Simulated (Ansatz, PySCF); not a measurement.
Complex: H2O (SMILES O) (first 3 atoms) with SO2 (SMILES O=S=O); geometry from B3LYP-D3(BJ)/def2-TZVP.
(charge 0, multiplicity 1):
```xyz
6

O      0.5057    -0.0902     0.6105
H      0.6067     0.8503     0.4224
H     -0.3627    -0.3346     0.2694
O     -1.1750    -0.6546     3.1775
S      0.1773    -0.1718     3.2982
O      0.3770     1.2495     3.4259
```

Counterpoise-corrected where a basis set is named; no monomer relaxation. Rows marked so take none.

Rows in STO-3G carry no dispersion term and start afresh at each structure.

The values were computed with Ansatz (Gaussian basis) for Hartree–Fock, density functionals and correlated methods; PySCF for STO-3G rows, the dispersion terms. Each number belongs to the level named beside it.

Q: One of these levels gives -14.0 kJ/mol for the interaction energy. Name it.
(A) HF/STO-3G (no counterpoise)
(B) SVWN5/def2-TZVPPD
(C) BHLYP-D4/def2-TZVPPD
(D) revPBE/def2-TZVPPD

A: A, HF/STO-3G (no counterpoise). The others give -33.2 (SVWN5/def2-TZVPPD), -7.8 (revPBE/def2-TZVPPD), -23.1 (BHLYP-D4/def2-TZVPPD)

Ansatz is an electronic-structure program.
